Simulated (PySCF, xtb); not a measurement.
ReO3, SMILES [O]=[Re+](=[O])=[O], charge +1, multiplicity 1.

GFN2-xTB run with xtb at its own geometry gives an orbital gap of 1.71 eV.

Geometry optimised at PBE0-D3(BJ)/def2-TZVP. The spin state was assumed, not searched. The isomer is the one that the SMILES or the coordinates give; other isomers of the formula were not compared. The def2 effective core potentials stand for the cores of Re; spin–orbit coupling is left out.

**Question.** What does B3LYP/def2-TZVPD run with PySCF give? (The exact figures need the calculation; the answer reports its results.)

**Answer.** gap 3.76 eV (levels -16.34 and -12.57 eV).
